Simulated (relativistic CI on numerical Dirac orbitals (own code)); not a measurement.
## Pr4+: resonant inelastic scattering at the M4,5 edge

Computed with this model: Dirac-Coulomb-Breit CI, orbitals from a KLI potential per configuration, QED by a radiative potential, valence Slater integrals scaled by 0.7, Kramers-Heisenberg scattering through one core-hole configuration in a parametric crystal field; configurations [Xe] 4f → [Ar] 3d9 4s2 4p6 4d10 4f2 5s2 5p6; 10 K; core-hole width 0.9 eV; summed over polarisations. Incident energies are the highest absorption maxima for each field (at most a few, so the weaker spin-orbit partner edge can be absent), on the computed scale of the free ion. Intensities are in per cent of the strongest line above 0.02 eV; levels within 1 cm⁻¹ are merged; final levels count from the ground level, the first row holds all elastic scattering, lines under 0.4 are left out and each table stops after 24 rows. The scale of the Slater integrals is a model choice and moves the terms in proportion.

Field parameters in Wybourne normalisation; cubic f-shell fields have B⁴₄ = √(5/14) B⁴₀ and B⁶₄ = −√(7/2) B⁶₀. The field is a parameter set, without covalency.

S is read from ⟨S²⟩ = S(S + 1).

D3d, B20 = 1500, B40 = -2120, B43 = 230, B60 = 450, B63 = -1030, B66 = -660 cm⁻¹:

| Final level (eV) | Degeneracy | Irrep | S | 935.3 eV | 936.1 eV | 955 eV |
| --- | --- | --- | --- | --- | --- | --- |
| 0.000 | 2 | Γ4 | 0.50 | 189.6 | 254.4 | 440.5 |
| 0.092 | 2 | Γ4 | 0.50 | 22.9 | 28.1 | 39.5 |
| 0.121 | 2 | Γ5+Γ6 | 0.50 | 39.8 | 47.5 | 100.0 |
| 0.350 | 2 | Γ4 | 0.50 | 21.8 | 41.1 | 9.6 |
| 0.450 | 2 | Γ4 | 0.50 | 1.3 | 5.1 | 6.7 |
| 0.470 | 2 | Γ5+Γ6 | 0.50 | 2.0 | 6.5 | 10.2 |
| 0.487 | 2 | Γ4 | 0.50 | 12.8 | 28.3 | 6.0 |

C2v, B20 = -360, B22 = 460, B40 = 1090, B42 = -510, B44 = -970, B60 = 180, B62 = -350, B64 = 660, B66 = -190 cm⁻¹:

```
Final level (eV)  Degeneracy     S  935.4 eV  936.1 eV  955 eV
           0.000           2  0.50     167.3     267.2   391.2
           0.041           2  0.50      38.6      43.6    99.5
           0.073           2  0.50      39.7      46.4   100.0
           0.355           2  0.50      27.9      38.4     7.7
           0.396           2  0.50      14.1      22.8     8.1
           0.408           2  0.50       3.2       5.7     3.6
           0.455           2  0.50       7.1      14.6    10.4
```

Oh, B40 = -1880, B60 = -1200 cm⁻¹:

```tsv
Final level (eV)	Degeneracy	Irrep	S	935.4 eV	936.1 eV	955 eV
0.000	4	Γ8	0.50	152.6	227.7	342.6
0.076	2	Γ7	0.50	35.6	42.3	100.0
0.319	2	Γ6	0.50	8.7	12.3	7.3
0.431	4	Γ8	0.50	21.7	35.2	10.6
0.433	2	Γ7	0.50	7.4	14.0	11.7
```

For the first field the strongest loss at the lowest incident energy is the level at 0.12 eV (S = 0.50, against 0.50 in the thermal ground state).
